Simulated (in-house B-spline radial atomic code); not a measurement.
A calculation on Zn⁵⁺ (an excited or competing configuration): its settings, and results tabulated from the run. Method: Dirac-Hartree-Fock, average of the jj configuration, Fermi nucleus of rms radius 3.9283 fm. Calculated with an all-electron radial atomic-structure program (B-spline basis).

In the input, a minus or plus after the letter marks the j = l - 1/2 or j = l + 1/2 subshell.

Command:
```bash
python run_scf.py task.json out
```
Settings (nuclear radius in fm, mass in u):
```
Z                30
configuration    1s2 2s2 2p6 3s2 3p-1 3p+4 3d-3 3d+4 4s1
hamiltonian      dirac
method           hf
spin_polarised   False
nucleus          fermi
rms_radius       3.9283
atomic_mass      63.92914
speed_of_light   137.035999084
```

Output (hartree, bohr):
```
 radial grid: 68 intervals, B-splines of order 8, outer radius 18.2456 bohr

 iter        energy (Eh)    residual
    1      -1759.9283675    1.03e+00
    2      -1776.6978634    6.84e-01
    3      -1782.0633542    1.90e-01
    4      -1782.5805825    4.92e-02
    5      -1782.6111552    2.53e-02
    6      -1782.6211897    1.22e-03
    7      -1782.6212113    2.98e-05
    8      -1782.6212114    5.85e-06
    9      -1782.6212114    3.78e-07
   10      -1782.6212114    3.68e-08

 total energy                    -1782.621211
 kinetic                           1816.82218
 electron-nucleus                 -4207.25152
 electron-electron                  607.80814

 first-order corrections (not in the total)
   Gaunt                            0.83222
   retardation                     -0.07609
   frequency dependence            -0.00272
   self-energy                      0.56147
   Uehling                         -0.05159
   Wichmann-Kroll                   0.00041
   recoil                           0.01154

 orbital      occ     eigenvalue          <r>       <r^2>       <1/r>     <1/r^2>       r_max    small
 1s1/2      2.000     -361.99950    0.0502785  0.00340138      30.233     1883.67     0.03292  1.17e-02
 2s1/2      2.000      -49.55224     0.224767   0.0596445      6.6578     189.243      0.1887  2.26e-03
 2p1/2      2.000      -43.90795     0.195974   0.0471838     6.57092       60.84      0.1504  2.22e-03
 2p3/2      4.000      -43.06868     0.198862    0.048424     6.42811     56.5272       0.153  2.19e-03
 3s1/2      2.000       -9.53410     0.657346    0.495532     2.16011     30.0841      0.5796  5.29e-04
 3p1/2      1.000       -7.79592     0.669532    0.522652     2.05387     9.54776      0.5768  4.91e-04
 3p3/2      4.000       -7.56859     0.679245    0.537664     2.01138     8.78594       0.584  4.77e-04
 3d3/2      3.000       -4.49745     0.705974    0.607433      1.7765     4.10197      0.5323  3.86e-04
 3d5/2      4.000       -4.57254     0.705634     0.60534     1.77226       4.068      0.5349  3.85e-04
 4s1/2      1.000       -2.69799      1.72149     3.31757    0.767918     4.66971       1.571  1.08e-04
```

Cost of the run: 1.2 s on 1 thread of Arm Neoverse V1 (shared host).

For the Dirac Hamiltonian the kinetic term is c α·p + (β - 1)c².
